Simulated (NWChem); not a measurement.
System: BeNH$_{3}$; SMILES [BeH][NH2]

Input file for NWChem:

```
start job
memory heap 200 mb stack 900 mb global 1100 mb
geometry units angstroms noautosym nocenter noautoz
  Be    -0.000985    -0.943254     0.000000
  H     -0.003746    -2.278947     0.000000
  N     -0.000199     0.560661     0.000000
  H     -0.000238     1.152811    -0.824568
  H     -0.000238     1.152811     0.824568
end
basis spherical
  Be library def2-svp
  H library def2-svp
  N library def2-svp
end
dft
  xc pbe0
  iterations 150
end
property
  response 1 0.0856
end
raman
  normal
  lorentzian
end
task dft raman
```

Excerpt of the output:

```
             Northwest Computational Chemistry Package (NWChem) 7.3.0
             --------------------------------------------------------

                             Geometry "geometry" -> ""
                             -------------------------

 Output coordinates in angstroms (scale by  1.889725989 to convert to a.u.)

  No.       Tag          Charge          X              Y              Z
 ---- ---------------- ---------- -------------- -------------- --------------
    1 Be                   4.0000    -0.00098500    -0.94325400     0.00000000
    2 H                    1.0000    -0.00374600    -2.27894700     0.00000000
    3 N                    7.0000    -0.00019900     0.56066100     0.00000000
    4 H                    1.0000    -0.00023800     1.15281100    -0.82456800
    5 H                    1.0000    -0.00023800     1.15281100     0.82456800

 Effective nuclear repulsion energy (a.u.)      22.5395473387

  util_pr load raman

                                  Raman Analysis
                                  --------------

[second-derivative integrals and response iterations left out]

  Vibrational analysis via the FX method

  See chapter 2 in "Molecular Vibrations" by Wilson, Decius and Cross

  Vib: Default input used

 ---------------------------- Atom information ----------------------------
     atom    #        X              Y              Z            mass
 --------------------------------------------------------------------------
    Be       1 -1.8613801D-03 -1.7824916D+00  0.0000000D+00  9.0121800D+00
    H        2 -7.0789136D-03 -4.3065854D+00  0.0000000D+00  1.0078250D+00
    N        3 -3.7605547D-04  1.0594957D+00  0.0000000D+00  1.4003070D+01
    H        4 -4.4975479D-04  2.1784969D+00 -1.5582076D+00  1.0078250D+00
    H        5 -4.4975479D-04  2.1784969D+00  1.5582076D+00  1.0078250D+00
 --------------------------------------------------------------------------

[unprojected Hessian and modes left out]

        Vibrational analysis via the FX method
  --- with translations and rotations projected out ---
  --- via the Eckart algorithm                      ---
 Projected Nuclear Hessian trans-rot subspace norm:2.7060D-33
                         (should be close to zero!)

[projected Hessian left out]

 Rotational Constants
 --------------------
 A=  12.300730 cm-1  ( 17.697612 K)
 B=   0.829687 cm-1  (  1.193708 K)
 C=   0.777261 cm-1  (  1.118280 K)

 Temperature                      =   298.15K
 frequency scaling parameter      =   1.0000

 Zero-Point correction to Energy  =   20.489 kcal/mol  (  0.032651 au)
 Thermal correction to Energy     =   22.786 kcal/mol  (  0.036312 au)
 Thermal correction to Enthalpy   =   23.378 kcal/mol  (  0.037256 au)

 Total Entropy                    =   56.063 cal/mol-K
   - Translational                =   35.691 cal/mol-K (mol. weight =  26.0387)
   - Rotational                   =   17.952 cal/mol-K (symmetry #  =        1)
   - Vibrational                  =    2.420 cal/mol-K

 Cv (constant volume heat capacity) =   10.893 cal/mol-K
   - Translational                  =    2.979 cal/mol-K
   - Rotational                     =    2.979 cal/mol-K
   - Vibrational                    =    4.934 cal/mol-K

[normal modes left out]

 ----------------------------------------------------------------------------
 Normal Eigenvalue ||           Projected Infra Red Intensities
  Mode   [cm**-1]  || [atomic units] [(debye/angs)**2] [(KM/mol)] [arbitrary]
 ------ ---------- || -------------- ----------------- ---------- -----------
    1       -0.000 ||    0.001342           0.031         1.309       0.214
    2       -0.000 ||    0.005511           0.127         5.373       0.880
    3       -0.000 ||    0.004600           0.106         4.484       0.734
    4        0.000 ||    0.002265           0.052         2.208       0.361
    5        0.000 ||    0.000451           0.010         0.440       0.072
    6        0.000 ||    0.000000           0.000         0.000       0.000
    7      447.803 ||    0.021398           0.494        20.860       3.416
    8      460.791 ||    0.160420           3.701       156.385      25.606
    9      573.072 ||    0.143340           3.307       139.735      22.880
   10      719.423 ||    0.226576           5.227       220.878      36.166
   11     1101.187 ||    0.047723           1.101        46.523       7.617
   12     1533.744 ||    0.073018           1.685        71.182      11.655
   13     2189.538 ||    0.160700           3.707       156.658      25.651
   14     3616.969 ||    0.051734           1.194        50.433       8.258
   15     3696.380 ||    0.040668           0.938        39.645       6.491
 ----------------------------------------------------------------------------

(mode_ini,mode_end)=(    1,    9)
 task_raman_doit:                no rminfo found
(begin,last,steps)=(   7,  15,   2)
  dal ramantype                     1
 ENTER raman default
Generating fname_raman3=./job.raman_0007-0015
(ii,rminfo(ii,1))=(    7,     0.00000000)
 ramanpolfile=./job.ramanpol_0001-1
 ramanpol_read: failed to open ./job.ramanpol_0001-1
[response runs at displaced geometries left out]
 Showing rminfo:
(start,last,rmmodes,nfreq,plot,width)=(   1,  15,   9,   1,normal          ,    20.00000000)
rminfo(   1)=(   447.80327696,     0.14315896,     0.00000000,     0.14315896)
rminfo(   2)=(   460.79077579,     0.74306241,     0.00000000,     0.74306241)
rminfo(   3)=(   573.07223976,     2.29572121,     0.00000000,     2.29572121)
rminfo(   4)=(   719.42311072,     0.85198179,     0.00000000,     0.85198179)
rminfo(   5)=(  1101.18675505,    29.90315927,     0.00000000,    29.90315927)
rminfo(   6)=(  1533.74381818,     7.48310722,     0.00000000,     7.48310722)
rminfo(   7)=(  2189.53774736,    90.43544890,     0.00000000,    90.43544890)
rminfo(   8)=(  3616.96852780,   125.23060513,     0.00000000,   125.23060513)
rminfo(   9)=(  3696.37981186,    69.57458443,     0.00000000,    69.57458443)

 Raman scattering data written to ./job.normal
```

Level: PBE0/def2-SVP. Structure relaxed at the PBE0/def2-SVP level. The printed entropy takes a lower symmetry number than the molecule has.
